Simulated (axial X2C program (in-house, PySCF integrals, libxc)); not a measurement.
# Excited states of SrO by EOM-EE-CCSD

Calculated with an axial X2C code built on PySCF integrals: two-component X2C with atomic mean-field Coulomb and Gaunt terms, Gaussian nuclei, basis Sr dyall-acv3z, O dyall-av3z with contracted cores.

R = 1.897 Å (near the PBE0 minimum at charge 0 of the determinant lowest at the starting distance; the state shown can have its own minimum elsewhere).

Vertical excitation energies from the closed-shell determinant state of SrO:

| Ω | excitation (eV) | cm⁻¹ | hole of the leading pair | particle of the leading pair | weight of the pair (for Ω = 0 its time-reversed partner can hold as much again) | singles weight |
| --- | --- | --- | --- | --- | --- | --- |
| 0⁻ | 1.448 | 11679 | 75% O pσ, 15% Sr dσ | 74% Sr sσ, 19% Sr pσ | 0.46 | 0.92 |
| 1 | 1.448 | 11680 | 75% O pσ, 15% Sr dσ | 74% Sr sσ, 19% Sr pσ | 0.92 | 0.92 |
| 0⁺ | 1.657 | 13368 | 75% O pσ, 14% Sr dσ | 78% Sr sσ, 14% Sr pσ | 0.45 | 0.91 |
| 2 | 2.045 | 16497 | 80% O pπ, 14% Sr dπ | 77% Sr sσ, 15% Sr pσ | 0.91 | 0.91 |
| 0⁻ | 2.071 | 16704 | 80% O pπ, 14% Sr dπ | 77% Sr sσ, 15% Sr pσ | 0.57 | 0.91 |
| 0⁺ | 2.071 | 16705 | 80% O pπ, 14% Sr dπ | 77% Sr sσ, 15% Sr pσ | 0.56 | 0.91 |
| 1 | 2.100 | 16942 | 80% O pπ, 14% Sr dπ | 77% Sr sσ, 15% Sr pσ | 0.71 | 0.91 |
| 0 | 3.324 | 26812 | 75% O pσ, 14% Sr dσ | 64% Sr pπ, 31% Sr dπ | 0.91 | 0.91 |
| 2 | 3.347 | 26993 | 75% O pσ, 14% Sr dσ | 65% Sr pπ, 31% Sr dπ | 0.91 | 0.91 |

This point took 72 s on 1 thread of Arm Neoverse V2, with other jobs on the host.

Reference electrons by ω block (each with its −ω partner): 1/2: 16, 3/2: 6, 5/2: 1. 16 electrons of SrO correlated (inner shells frozen), 88 natural virtual spinors (a truncated set); levels can be off by some tenths of an eV. Roots sought by Ω: (0: 5, 1: 4, 2: 3, 3: 1); rows need 60 % singles weight and stop where some Ω has no more roots. Missing are any skipped roots, higher Ω and states of a further excitation; these come out far too high here and may in truth be low or lowest. T1 of the reference 0.034 (Lee–Taylor). Some roots did not converge and are left out. Number of frozen shells: Sr 3 s, 2 p, 1 d; O 1 s. Large amplitudes in the reference (orbital relaxation or multireference character) lower the reliability.
